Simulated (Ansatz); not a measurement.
Geometry optimisation of C$_{2}$H$_{8}$O$_{2}$Si$_{2}$, SMILES `C=C[SiH2][SiH](O)O`.

```yaml
crystal:
  periodic: [false, false, false]
  atoms:
    - {symbol: C, position_ang: [0.759120, 2.067180, -0.715340]}
    - {symbol: C, position_ang: [1.096350, 1.576320, 0.466750]}
    - {symbol: Si, position_ang: [0.678310, -0.156440, 1.099130]}
    - {symbol: Si, position_ang: [-0.602260, -1.314950, -0.411450]}
    - {symbol: O, position_ang: [-0.780730, -2.776980, 0.268630]}
    - {symbol: O, position_ang: [-2.132450, -0.741780, -0.563480]}
    - {symbol: H, position_ang: [1.025080, 3.063880, -1.036400]}
    - {symbol: H, position_ang: [0.199870, 1.484530, -1.432600]}
    - {symbol: H, position_ang: [1.664510, 2.212950, 1.134390]}
    - {symbol: H, position_ang: [0.046980, 0.063260, 2.416910]}
    - {symbol: H, position_ang: [1.965560, -0.811420, 1.386520]}
    - {symbol: H, position_ang: [-0.092650, -1.487600, -1.782280]}
    - {symbol: H, position_ang: [-1.532020, -3.320640, 0.044020]}
    - {symbol: H, position_ang: [-2.295660, 0.141700, -0.874790]}
basis:
  gaussian: {orbitals: def2-TZVP}
hamiltonian: {xc: pbe0, dispersion: d4}
relax: {f_tol: 0.005, max_steps: 150}
```

```sh
$ ansatz run in.yaml --threads 2 --pin off --events-out ev --progress --plain --max-ram 22528MiB --backend cuda --devices 0, --max-vram 18GiB
```

It prints (some lines left out):

```
Functional definition: PBE0
mean field -22044.86432975 eV, -810.1338215725 hartree, gradient 5.3e-5 eV, S^2 0.000000; 0 other end points of the search recorded, 0 dependent functions left out
relax step   1: F+E_penalty+E_count = -22045.15572193 eV  Δ(F+E_penalty+E_count) = +0.000e0 eV  max|allowed force component| = 1.203e0 eV/Å  Δτ_max = 0.0000 Å  (30 SCF iters, accepted)
mean field -22044.95505397 eV, -810.1371556262 hartree, gradient 1.1e-5 eV, S^2 0.000000; 0 other end points of the search recorded, 0 dependent functions left out
relax step   2: F+E_penalty+E_count = -22045.24447838 eV  Δ(F+E_penalty+E_count) = -8.876e-2 eV  max|allowed force component| = 4.070e-1 eV/Å  Δτ_max = 0.1422 Å  (32 SCF iters, accepted)
mean field -22044.97260175 eV, -810.1378004952 hartree, gradient 7.8e-6 eV, S^2 0.000000; 0 other end points of the search recorded, 0 dependent functions left out
relax step   3: F+E_penalty+E_count = -22045.26414196 eV  Δ(F+E_penalty+E_count) = -1.966e-2 eV  max|allowed force component| = 1.716e-1 eV/Å  Δτ_max = 0.0646 Å  (32 SCF iters, accepted)
mean field -22044.97693655 eV, -810.1379597963 hartree, gradient 2.2e-5 eV, S^2 0.000000; 0 other end points of the search recorded, 0 dependent functions left out
relax step   4: F+E_penalty+E_count = -22045.26883955 eV  Δ(F+E_penalty+E_count) = -4.698e-3 eV  max|allowed force component| = 9.275e-2 eV/Å  Δτ_max = 0.0340 Å  (31 SCF iters, accepted)
mean field -22044.97703902 eV, -810.1379635619 hartree, gradient 2.3e-5 eV, S^2 0.000000; 0 other end points of the search recorded, 0 dependent functions left out
relax step   5: F+E_penalty+E_count = -22045.26952253 eV  Δ(F+E_penalty+E_count) = -6.830e-4 eV  max|allowed force component| = 2.724e-1 eV/Å  Δτ_max = 0.0456 Å  (31 SCF iters, accepted)
mean field -22044.98147265 eV, -810.1381264948 hartree, gradient 2.1e-5 eV, S^2 0.000000; 0 other end points of the search recorded, 0 dependent functions left out
relax step   6: F+E_penalty+E_count = -22045.27467484 eV  Δ(F+E_penalty+E_count) = -5.152e-3 eV  max|allowed force component| = 6.594e-2 eV/Å  Δτ_max = 0.0613 Å  (32 SCF iters, accepted)
mean field -22044.98146224 eV, -810.1381261123 hartree, gradient 2.0e-5 eV, S^2 0.000000; 0 other end points of the search recorded, 0 dependent functions left out
relax step   7: F+E_penalty+E_count = -22045.27543400 eV  Δ(F+E_penalty+E_count) = -7.592e-4 eV  max|allowed force component| = 1.814e-1 eV/Å  Δτ_max = 0.0439 Å  (30 SCF iters, accepted)
mean field -22044.97874619 eV, -810.1380262991 hartree, gradient 1.7e-5 eV, S^2 0.000000; 0 other end points of the search recorded, 0 dependent functions left out
relax step   8: F+E_penalty+E_count = -22045.27285435 eV  Δ(F+E_penalty+E_count) = +2.580e-3 eV  max|allowed force component| = 2.237e-1 eV/Å  Δτ_max = 0.1489 Å  (30 SCF iters, rejected (line search))
mean field -22044.98439546 eV, -810.1382339061 hartree, gradient 2.4e-5 eV, S^2 0.000000; 0 other end points of the search recorded, 0 dependent functions left out
relax step   9: F+E_penalty+E_count = -22045.27875089 eV  Δ(F+E_penalty+E_count) = -3.317e-3 eV  max|allowed force component| = 1.334e-1 eV/Å  Δτ_max = 0.0719 Å  (31 SCF iters, accepted)
mean field -22044.98548616 eV, -810.1382739886 hartree, gradient 2.3e-5 eV, S^2 0.000000; 0 other end points of the search recorded, 0 dependent functions left out
relax step  10: F+E_penalty+E_count = -22045.27949814 eV  Δ(F+E_penalty+E_count) = -7.472e-4 eV  max|allowed force component| = 8.314e-2 eV/Å  Δτ_max = 0.0654 Å  (31 SCF iters, accepted)
mean field -22044.98665523 eV, -810.1383169512 hartree, gradient 2.3e-5 eV, S^2 0.000000; 0 other end points of the search recorded, 0 dependent functions left out
relax step  11: F+E_penalty+E_count = -22045.27994166 eV  Δ(F+E_penalty+E_count) = -4.435e-4 eV  max|allowed force component| = 1.144e-1 eV/Å  Δτ_max = 0.0528 Å  (32 SCF iters, accepted)
mean field -22044.98705089 eV, -810.1383314914 hartree, gradient 2.1e-5 eV, S^2 0.000000; 0 other end points of the search recorded, 0 dependent functions left out
relax step  12: F+E_penalty+E_count = -22045.28092787 eV  Δ(F+E_penalty+E_count) = -9.862e-4 eV  max|allowed force component| = 4.702e-2 eV/Å  Δτ_max = 0.0333 Å  (32 SCF iters, accepted)
mean field -22044.98730613 eV, -810.1383408711 hartree, gradient 2.1e-5 eV, S^2 0.000000; 0 other end points of the search recorded, 0 dependent functions left out
relax step  13: F+E_penalty+E_count = -22045.28146567 eV  Δ(F+E_penalty+E_count) = -5.378e-4 eV  max|allowed force component| = 3.024e-2 eV/Å  Δτ_max = 0.0285 Å  (32 SCF iters, accepted)
mean field -22044.98737512 eV, -810.1383434066 hartree, gradient 2.0e-5 eV, S^2 0.000000; 0 other end points of the search recorded, 0 dependent functions left out
relax step  14: F+E_penalty+E_count = -22045.28167302 eV  Δ(F+E_penalty+E_count) = -2.074e-4 eV  max|allowed force component| = 4.218e-2 eV/Å  Δτ_max = 0.0175 Å  (32 SCF iters, accepted)
mean field -22044.98740234 eV, -810.1383444069 hartree, gradient 2.0e-5 eV, S^2 0.000000; 0 other end points of the search recorded, 0 dependent functions left out
relax step  15: F+E_penalty+E_count = -22045.28178332 eV  Δ(F+E_penalty+E_count) = -1.103e-4 eV  max|allowed force component| = 3.420e-2 eV/Å  Δτ_max = 0.0130 Å  (33 SCF iters, accepted)
mean field -22044.98734032 eV, -810.1383421276 hartree, gradient 2.0e-5 eV, S^2 0.000000; 0 other end points of the search recorded, 0 dependent functions left out
relax step  16: F+E_penalty+E_count = -22045.28191063 eV  Δ(F+E_penalty+E_count) = -1.273e-4 eV  max|allowed force component| = 2.300e-2 eV/Å  Δτ_max = 0.0296 Å  (32 SCF iters, accepted)
mean field -22044.98728031 eV, -810.1383399224 hartree, gradient 2.0e-5 eV, S^2 0.000000; 0 other end points of the search recorded, 0 dependent functions left out
relax step  17: F+E_penalty+E_count = -22045.28198182 eV  Δ(F+E_penalty+E_count) = -7.119e-5 eV  max|allowed force component| = 1.801e-2 eV/Å  Δτ_max = 0.0219 Å  (32 SCF iters, accepted)
[...]
mean field -22045.05606266 eV, -810.1408676271 hartree, gradient 9.4e-6 eV, S^2 0.000000; 0 other end points of the search recorded, 0 dependent functions left out
relax step  41: F+E_penalty+E_count = -22045.35078599 eV  Δ(F+E_penalty+E_count) = -6.233e-3 eV  max|allowed force component| = 2.320e-1 eV/Å  Δτ_max = 0.0733 Å  (32 SCF iters, accepted)
mean field -22045.05435172 eV, -810.1408047513 hartree, gradient 1.2e-5 eV, S^2 0.000000; 0 other end points of the search recorded, 0 dependent functions left out
relax step  42: F+E_penalty+E_count = -22045.34878659 eV  Δ(F+E_penalty+E_count) = +1.999e-3 eV  max|allowed force component| = 3.408e-1 eV/Å  Δτ_max = 0.1098 Å  (32 SCF iters, rejected (line search))
mean field -22045.06085234 eV, -810.1410436445 hartree, gradient 2.4e-5 eV, S^2 0.000000; 0 other end points of the search recorded, 0 dependent functions left out
relax step  43: F+E_penalty+E_count = -22045.35532223 eV  Δ(F+E_penalty+E_count) = -4.536e-3 eV  max|allowed force component| = 1.126e-1 eV/Å  Δτ_max = 0.0549 Å  (31 SCF iters, accepted)
mean field -22045.06428551 eV, -810.1411698113 hartree, gradient 2.2e-5 eV, S^2 0.000000; 0 other end points of the search recorded, 0 dependent functions left out
relax step  44: F+E_penalty+E_count = -22045.35858348 eV  Δ(F+E_penalty+E_count) = -3.261e-3 eV  max|allowed force component| = 5.887e-2 eV/Å  Δτ_max = 0.0541 Å  (31 SCF iters, accepted)
mean field -22045.06681574 eV, -810.1412627956 hartree, gradient 2.3e-5 eV, S^2 0.000000; 0 other end points of the search recorded, 0 dependent functions left out
relax step  45: F+E_penalty+E_count = -22045.36094487 eV  Δ(F+E_penalty+E_count) = -2.361e-3 eV  max|allowed force component| = 1.151e-1 eV/Å  Δτ_max = 0.0829 Å  (31 SCF iters, accepted)
mean field -22045.06784006 eV, -810.1413004384 hartree, gradient 1.1e-5 eV, S^2 0.000000; 0 other end points of the search recorded, 0 dependent functions left out
relax step  46: F+E_penalty+E_count = -22045.36135256 eV  Δ(F+E_penalty+E_count) = -4.077e-4 eV  max|allowed force component| = 2.240e-1 eV/Å  Δτ_max = 0.1079 Å  (31 SCF iters, accepted)
mean field -22045.07097074 eV, -810.1414154888 hartree, gradient 2.1e-5 eV, S^2 0.000000; 0 other end points of the search recorded, 0 dependent functions left out
relax step  47: F+E_penalty+E_count = -22045.36453426 eV  Δ(F+E_penalty+E_count) = -3.182e-3 eV  max|allowed force component| = 7.233e-2 eV/Å  Δτ_max = 0.0151 Å  (33 SCF iters, accepted)
mean field -22045.07246259 eV, -810.1414703133 hartree, gradient 2.2e-5 eV, S^2 0.000000; 0 other end points of the search recorded, 0 dependent functions left out
relax step  48: F+E_penalty+E_count = -22045.36571028 eV  Δ(F+E_penalty+E_count) = -1.176e-3 eV  max|allowed force component| = 4.892e-2 eV/Å  Δτ_max = 0.0509 Å  (31 SCF iters, accepted)
mean field -22045.07315254 eV, -810.1414956684 hartree, gradient 2.0e-5 eV, S^2 0.000000; 0 other end points of the search recorded, 0 dependent functions left out
relax step  49: F+E_penalty+E_count = -22045.36661186 eV  Δ(F+E_penalty+E_count) = -9.016e-4 eV  max|allowed force component| = 4.767e-2 eV/Å  Δτ_max = 0.0363 Å  (31 SCF iters, accepted)
mean field -22045.07362506 eV, -810.1415130333 hartree, gradient 2.4e-5 eV, S^2 0.000000; 0 other end points of the search recorded, 0 dependent functions left out
relax step  50: F+E_penalty+E_count = -22045.36720647 eV  Δ(F+E_penalty+E_count) = -5.946e-4 eV  max|allowed force component| = 5.642e-2 eV/Å  Δτ_max = 0.0815 Å  (31 SCF iters, accepted)
mean field -22045.07399242 eV, -810.1415265335 hartree, gradient 2.1e-5 eV, S^2 0.000000; 0 other end points of the search recorded, 0 dependent functions left out
relax step  51: F+E_penalty+E_count = -22045.36751439 eV  Δ(F+E_penalty+E_count) = -3.079e-4 eV  max|allowed force component| = 4.886e-2 eV/Å  Δτ_max = 0.0116 Å  (32 SCF iters, accepted)
mean field -22045.07428348 eV, -810.1415372299 hartree, gradient 2.1e-5 eV, S^2 0.000000; 0 other end points of the search recorded, 0 dependent functions left out
relax step  52: F+E_penalty+E_count = -22045.36788168 eV  Δ(F+E_penalty+E_count) = -3.673e-4 eV  max|allowed force component| = 1.900e-2 eV/Å  Δτ_max = 0.0130 Å  (33 SCF iters, accepted)
mean field -22045.07426305 eV, -810.1415364791 hartree, gradient 2.1e-5 eV, S^2 0.000000; 0 other end points of the search recorded, 0 dependent functions left out
relax step  53: F+E_penalty+E_count = -22045.36780910 eV  Δ(F+E_penalty+E_count) = +7.258e-5 eV  max|allowed force component| = 1.405e-2 eV/Å  Δτ_max = 0.0158 Å  (33 SCF iters, rejected (line search))
mean field -22045.07441424 eV, -810.1415420351 hartree, gradient 2.1e-5 eV, S^2 0.000000; 0 other end points of the search recorded, 0 dependent functions left out
relax step  54: F+E_penalty+E_count = -22045.36796244 eV  Δ(F+E_penalty+E_count) = -8.077e-5 eV  max|allowed force component| = 3.699e-3 eV/Å  Δτ_max = 0.0079 Å  (33 SCF iters, accepted)
mean field -22045.07448504 eV, -810.1415446370 hartree, gradient 2.1e-5 eV, S^2 0.000000; 0 other end points of the search recorded, 0 dependent functions left out
relax step  55: F+E_penalty+E_count = -22045.36798604 eV  Δ(F+E_penalty+E_count) = -2.360e-5 eV  max|allowed force component| = 5.229e-3 eV/Å  Δτ_max = 0.0118 Å  (33 SCF iters, accepted)
mean field -22045.07451800 eV, -810.1415458482 hartree, gradient 2.1e-5 eV, S^2 0.000000; 0 other end points of the search recorded, 0 dependent functions left out
relax step  56: F+E_penalty+E_count = -22045.36799110 eV  Δ(F+E_penalty+E_count) = -5.055e-6 eV  max|allowed force component| = 3.544e-3 eV/Å  Δτ_max = 0.0050 Å  (33 SCF iters, accepted)
mean field -22045.07451800 eV, -810.1415458482 hartree, gradient 2.1e-5 eV, S^2 0.000000; 1 other end points of the search recorded, 0 dependent functions left out
Total energy: -22045.36802761 eV, -810.1523321273 hartree
Atom 0 at     0.678472     2.083002    -0.709819 Å, force     0.001617     0.001025     0.000024 eV/Å
Atom 1 at     1.157708     1.577623     0.424204 Å, force     0.000302    -0.000877     0.000260 eV/Å
Atom 2 at     0.697744    -0.097414     1.107677 Å, force     0.001009     0.002622     0.001704 eV/Å
Atom 3 at    -0.578727    -1.318954    -0.436562 Å, force    -0.000692    -0.001966     0.000161 eV/Å
Atom 4 at    -1.031077    -2.675958     0.380535 Å, force    -0.000060    -0.000768    -0.001046 eV/Å
Atom 5 at    -1.865497    -0.461137    -1.015991 Å, force    -0.002999     0.001453     0.003316 eV/Å
Atom 6 at     0.973469     3.065380    -1.069057 Å, force    -0.001550    -0.001124    -0.000234 eV/Å
Atom 7 at    -0.033135     1.543984    -1.329490 Å, force     0.000647     0.000621     0.000434 eV/Å
Atom 8 at     1.864619     2.183128     0.990932 Å, force    -0.001174    -0.001670    -0.000528 eV/Å
Atom 9 at    -0.070447     0.069685     2.377134 Å, force    -0.000112    -0.000374    -0.001537 eV/Å
Atom 10 at     1.933731    -0.856675     1.452007 Å, force    -0.000869     0.000274    -0.000762 eV/Å
Atom 11 at     0.156237    -1.677656    -1.678517 Å, force    -0.000339     0.000936     0.000820 eV/Å
Atom 12 at    -1.438449    -3.384175    -0.121914 Å, force     0.000676     0.001141     0.000468 eV/Å
Atom 13 at    -2.444639    -0.050822    -0.371128 Å, force     0.003544    -0.001294    -0.003080 eV/Å
Dipole moment:    -0.171704     0.051731    -0.041518 e Å
```

Run time 100 s (2 threads of an AMD EPYC 7R13 on a shared host and a share of an NVIDIA H100 80 GB); peak host memory 0.91 GiB.
